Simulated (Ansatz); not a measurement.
Ansatz (a quantum-chemistry and plane-wave program) input (B3LYP-D3(BJ)/def2-TZVP):

Ansatz 0.2 input:
```yaml
crystal:
  periodic: [false, false, false]
  atoms:
    - {symbol: Si, position_ang: [-0.10776531, -0.03190744, -0.04637924]}
    - {symbol: O, position_ang: [1.35873999, -0.14094171, -0.88333503]}
    - {symbol: O, position_ang: [0.39900880, 0.78242072, 1.37255383]}
    - {symbol: O, position_ang: [-0.94585305, 1.24878176, -0.74575846]}
    - {symbol: N, position_ang: [-0.75155645, -1.55019805, 0.01211724]}
    - {symbol: H, position_ang: [1.36191085, -0.95659799, -1.37169338]}
    - {symbol: H, position_ang: [0.96774253, 0.21647518, 1.88327596]}
    - {symbol: H, position_ang: [-0.51922983, 2.08019666, -0.55192379]}
    - {symbol: H, position_ang: [-1.68584110, -1.62650113, 0.40152042]}
basis:
  gaussian:
    orbitals: def2-TZVP
hamiltonian:
  xc: b3lyp
  dispersion: d3bj
total_charge: -1
relax: {f_tol: 0.002, max_steps: 150}
```

Output:

```
Functional definition: B3LYP
integrals: 0.10 GiB planned
1045 factors; their error is unknown
mean field: 0.87 GiB planned
mean field evaluation 1: about -15571.6718 eV, gradient 8.1e1 eV
mean field evaluation 2: about -15537.3562 eV, gradient 1.4e2 eV
mean field evaluation 4: about -15583.1096 eV, gradient 1.1e1 eV
mean field evaluation 8: about -15583.2883 eV, gradient 2.1e-1 eV
mean field evaluation 16: about -15583.3239 eV, gradient 1.9e-4 eV
mean field -15583.32387426 eV, -572.6765896228 hartree, gradient 1.2e-5 eV, S^2 0.000000; 0 other end points of the search recorded, 0 dependent functions left out
the calculation of the forces begins
reference -15583.32412567 eV, -572.6765988621 hartree; 25, 25 occupied and 160, 160 virtual orbitals, 1045 factors
relax step   1: F+E_penalty+E_count = -15583.62051798 eV  Δ(F+E_penalty+E_count) = +0.000e0 eV  max|allowed force component| = 5.252e-1 eV/Å  Δτ_max = 0.0000 Å  (29 SCF iters, accepted)
these checks for a lower state are left out or cut short: starts, cluster_reference, orbital_swaps, neighbouring_geometries, increment
integrals: 0.10 GiB planned
1045 factors; their error is unknown
mean field: 0.87 GiB planned
mean field -15583.33965598 eV, -572.6771695904 hartree, gradient 1.7e-5 eV, S^2 0.000000; 0 other end points of the search recorded, 0 dependent functions left out
the calculation of the forces begins
reference -15583.33990698 eV, -572.6771788144 hartree; 25, 25 occupied and 160, 160 virtual orbitals, 1045 factors
relax step   2: F+E_penalty+E_count = -15583.63633831 eV  Δ(F+E_penalty+E_count) = -1.582e-2 eV  max|allowed force component| = 3.014e-1 eV/Å  Δτ_max = 0.0186 Å  (32 SCF iters, accepted)
these checks for a lower state are left out or cut short: starts, cluster_reference, orbital_swaps, neighbouring_geometries, increment
integrals: 0.10 GiB planned
1045 factors; their error is unknown
mean field: 0.87 GiB planned
mean field evaluation 32: about -15583.3452 eV, gradient 1.7e-5 eV
mean field -15583.34521987 eV, -572.6773740595 hartree, gradient 1.7e-5 eV, S^2 0.000000; 0 other end points of the search recorded, 0 dependent functions left out
the calculation of the forces begins
reference -15583.34547020 eV, -572.6773832590 hartree; 25, 25 occupied and 160, 160 virtual orbitals, 1045 factors
relax step   3: F+E_penalty+E_count = -15583.64219195 eV  Δ(F+E_penalty+E_count) = -5.854e-3 eV  max|allowed force component| = 7.028e-2 eV/Å  Δτ_max = 0.0275 Å  (32 SCF iters, accepted)
these checks for a lower state are left out or cut short: starts, cluster_reference, orbital_swaps, neighbouring_geometries, increment
integrals: 0.10 GiB planned
1045 factors; their error is unknown
mean field: 0.87 GiB planned
mean field -15583.34627254 eV, -572.6774127442 hartree, gradient 1.7e-5 eV, S^2 0.000000; 0 other end points of the search recorded, 0 dependent functions left out
the calculation of the forces begins
reference -15583.34652257 eV, -572.6774219329 hartree; 25, 25 occupied and 160, 160 virtual orbitals, 1045 factors
relax step   4: F+E_penalty+E_count = -15583.64328521 eV  Δ(F+E_penalty+E_count) = -1.093e-3 eV  max|allowed force component| = 3.962e-2 eV/Å  Δτ_max = 0.0126 Å  (32 SCF iters, accepted)
these checks for a lower state are left out or cut short: starts, cluster_reference, orbital_swaps, neighbouring_geometries, increment
integrals: 0.10 GiB planned
1045 factors; their error is unknown
mean field: 0.87 GiB planned
mean field -15583.34708436 eV, -572.6774425783 hartree, gradient 1.7e-5 eV, S^2 0.000000; 0 other end points of the search recorded, 0 dependent functions left out
the calculation of the forces begins
reference -15583.34733401 eV, -572.6774517528 hartree; 25, 25 occupied and 160, 160 virtual orbitals, 1045 factors
relax step   5: F+E_penalty+E_count = -15583.64415865 eV  Δ(F+E_penalty+E_count) = -8.734e-4 eV  max|allowed force component| = 3.613e-2 eV/Å  Δτ_max = 0.0206 Å  (31 SCF iters, accepted)
these checks for a lower state are left out or cut short: starts, cluster_reference, orbital_swaps, neighbouring_geometries, increment
integrals: 0.10 GiB planned
1045 factors; their error is unknown
mean field: 0.87 GiB planned
mean field -15583.34740801 eV, -572.6774544720 hartree, gradient 1.7e-5 eV, S^2 0.000000; 0 other end points of the search recorded, 0 dependent functions left out
the calculation of the forces begins
reference -15583.34765745 eV, -572.6774636389 hartree; 25, 25 occupied and 160, 160 virtual orbitals, 1045 factors
relax step   6: F+E_penalty+E_count = -15583.64446699 eV  Δ(F+E_penalty+E_count) = -3.083e-4 eV  max|allowed force component| = 2.706e-2 eV/Å  Δτ_max = 0.0165 Å  (31 SCF iters, accepted)
these checks for a lower state are left out or cut short: starts, cluster_reference, orbital_swaps, neighbouring_geometries, increment
integrals: 0.10 GiB planned
1045 factors; their error is unknown
mean field: 0.87 GiB planned
mean field -15583.34766218 eV, -572.6774638128 hartree, gradient 1.7e-5 eV, S^2 0.000000; 0 other end points of the search recorded, 0 dependent functions left out
the calculation of the forces begins
reference -15583.34791151 eV, -572.6774729755 hartree; 25, 25 occupied and 160, 160 virtual orbitals, 1045 factors
relax step   7: F+E_penalty+E_count = -15583.64470329 eV  Δ(F+E_penalty+E_count) = -2.363e-4 eV  max|allowed force component| = 2.937e-2 eV/Å  Δτ_max = 0.0220 Å  (31 SCF iters, accepted)
these checks for a lower state are left out or cut short: starts, cluster_reference, orbital_swaps, neighbouring_geometries, increment
integrals: 0.10 GiB planned
1045 factors; their error is unknown
mean field: 0.87 GiB planned
mean field evaluation 64: about -15583.3477 eV, gradient 3.3e-1 eV
mean field -15583.34778489 eV, -572.6774683222 hartree, gradient 1.7e-5 eV, S^2 0.000000; 0 other end points of the search recorded, 0 dependent functions left out
the calculation of the forces begins
reference -15583.34803420 eV, -572.6774774840 hartree; 25, 25 occupied and 160, 160 virtual orbitals, 1045 factors
relax step   8: F+E_penalty+E_count = -15583.64484025 eV  Δ(F+E_penalty+E_count) = -1.370e-4 eV  max|allowed force component| = 2.430e-2 eV/Å  Δτ_max = 0.0116 Å  (32 SCF iters, accepted)
these checks for a lower state are left out or cut short: starts, cluster_reference, orbital_swaps, neighbouring_geometries, increment
integrals: 0.10 GiB planned
1045 factors; their error is unknown
mean field: 0.87 GiB planned
mean field -15583.34783703 eV, -572.6774702385 hartree, gradient 1.7e-5 eV, S^2 0.000000; 0 other end points of the search recorded, 0 dependent functions left out
the calculation of the forces begins
reference -15583.34808644 eV, -572.6774794039 hartree; 25, 25 occupied and 160, 160 virtual orbitals, 1045 factors
relax step   9: F+E_penalty+E_count = -15583.64490411 eV  Δ(F+E_penalty+E_count) = -6.386e-5 eV  max|allowed force component| = 5.979e-3 eV/Å  Δτ_max = 0.0113 Å  (32 SCF iters, accepted)
these checks for a lower state are left out or cut short: starts, cluster_reference, orbital_swaps, neighbouring_geometries, increment
integrals: 0.10 GiB planned
1045 factors; their error is unknown
mean field: 0.87 GiB planned
mean field -15583.34785603 eV, -572.6774709365 hartree, gradient 1.7e-5 eV, S^2 0.000000; 0 other end points of the search recorded, 0 dependent functions left out
the calculation of the forces begins
reference -15583.34810551 eV, -572.6774801049 hartree; 25, 25 occupied and 160, 160 virtual orbitals, 1045 factors
relax step  10: F+E_penalty+E_count = -15583.64493056 eV  Δ(F+E_penalty+E_count) = -2.646e-5 eV  max|allowed force component| = 5.736e-3 eV/Å  Δτ_max = 0.0119 Å  (32 SCF iters, accepted)
these checks for a lower state are left out or cut short: starts, cluster_reference, orbital_swaps, neighbouring_geometries, increment
integrals: 0.10 GiB planned
1045 factors; their error is unknown
mean field: 0.87 GiB planned
mean field -15583.34785355 eV, -572.6774708453 hartree, gradient 1.7e-5 eV, S^2 0.000000; 0 other end points of the search recorded, 0 dependent functions left out
the calculation of the forces begins
reference -15583.34810309 eV, -572.6774800158 hartree; 25, 25 occupied and 160, 160 virtual orbitals, 1045 factors
relax step  11: F+E_penalty+E_count = -15583.64494429 eV  Δ(F+E_penalty+E_count) = -1.373e-5 eV  max|allowed force component| = 3.782e-3 eV/Å  Δτ_max = 0.0080 Å  (32 SCF iters, accepted)
these checks for a lower state are left out or cut short: starts, cluster_reference, orbital_swaps, neighbouring_geometries, increment
integrals: 0.10 GiB planned
1045 factors; their error is unknown
mean field: 0.87 GiB planned
mean field evaluation 96: about -15583.3479 eV, gradient 1.7e-5 eV
mean field -15583.34785457 eV, -572.6774708830 hartree, gradient 1.7e-5 eV, S^2 0.000000; 0 other end points of the search recorded, 0 dependent functions left out
the calculation of the forces begins
reference -15583.34810412 eV, -572.6774800539 hartree; 25, 25 occupied and 160, 160 virtual orbitals, 1045 factors
relax step  12: F+E_penalty+E_count = -15583.64494803 eV  Δ(F+E_penalty+E_count) = -3.736e-6 eV  max|allowed force component| = 2.365e-3 eV/Å  Δτ_max = 0.0016 Å  (33 SCF iters, accepted)
these checks for a lower state are left out or cut short: starts, cluster_reference, orbital_swaps, neighbouring_geometries, increment
integrals: 0.10 GiB planned
1045 factors; their error is unknown
mean field: 0.87 GiB planned
mean field -15583.34786026 eV, -572.6774710920 hartree, gradient 1.7e-5 eV, S^2 0.000000; 0 other end points of the search recorded, 0 dependent functions left out
the calculation of the forces begins
reference -15583.34810982 eV, -572.6774802630 hartree; 25, 25 occupied and 160, 160 virtual orbitals, 1045 factors
relax step  13: F+E_penalty+E_count = -15583.64494814 eV  Δ(F+E_penalty+E_count) = -1.144e-7 eV  max|allowed force component| = 4.619e-3 eV/Å  Δτ_max = 0.0009 Å  (34 SCF iters, accepted)
these checks for a lower state are left out or cut short: starts, cluster_reference, orbital_swaps, neighbouring_geometries, increment
integrals: 0.10 GiB planned
1045 factors; their error is unknown
mean field: 0.87 GiB planned
mean field -15583.34785693 eV, -572.6774709696 hartree, gradient 1.7e-5 eV, S^2 0.000000; 0 other end points of the search recorded, 0 dependent functions left out
the calculation of the forces begins
reference -15583.34810649 eV, -572.6774801408 hartree; 25, 25 occupied and 160, 160 virtual orbitals, 1045 factors
relax step  14: F+E_penalty+E_count = -15583.64494865 eV  Δ(F+E_penalty+E_count) = -5.126e-7 eV  max|allowed force component| = 1.126e-3 eV/Å  Δτ_max = 0.0003 Å  (34 SCF iters, accepted)
integrals: 0.10 GiB planned
1045 factors; their error is unknown
mean field: 0.87 GiB planned
mean field evaluation 128: about -15583.3479 eV, gradient 3.6e-2 eV
mean field -15583.34785693 eV, -572.6774709696 hartree, gradient 1.7e-5 eV, S^2 0.000000; 1 other end points of the search recorded, 0 dependent functions left out
the calculation of the forces begins
reference -15583.34810649 eV, -572.6774801408 hartree; 25, 25 occupied and 160, 160 virtual orbitals, 1045 factors
Total energy: -15583.64519822 eV, -572.6883980603 hartree
Atom 0 at    -0.058822    -0.020804    -0.068698 Å, force     0.000100    -0.000010     0.000285 eV/Å
Atom 1 at     1.385507    -0.163015    -0.941516 Å, force    -0.000189     0.000306    -0.000092 eV/Å
Atom 2 at     0.440874     0.811873     1.334683 Å, force     0.000038     0.000149    -0.000086 eV/Å
Atom 3 at    -0.938522     1.242918    -0.769338 Å, force     0.000069    -0.000190    -0.000255 eV/Å
Atom 4 at    -0.719804    -1.514988     0.022172 Å, force    -0.001126    -0.000444     0.000259 eV/Å
Atom 5 at     1.344743    -1.033961    -1.349612 Å, force    -0.000029    -0.000072     0.000103 eV/Å
Atom 6 at     0.894326     0.198765     1.918684 Å, force     0.000058    -0.000069     0.000061 eV/Å
Atom 7 at    -0.607386     2.090761    -0.458947 Å, force     0.000093     0.000227     0.000102 eV/Å
Atom 8 at    -1.663760    -1.589821     0.382949 Å, force     0.000986     0.000103    -0.000377 eV/Å
Dipole moment:     0.267070     0.475582     0.204280 e Å
```

It need not be the lowest isomer of its formula. Whether it binds its extra electron was not tested at this geometry.
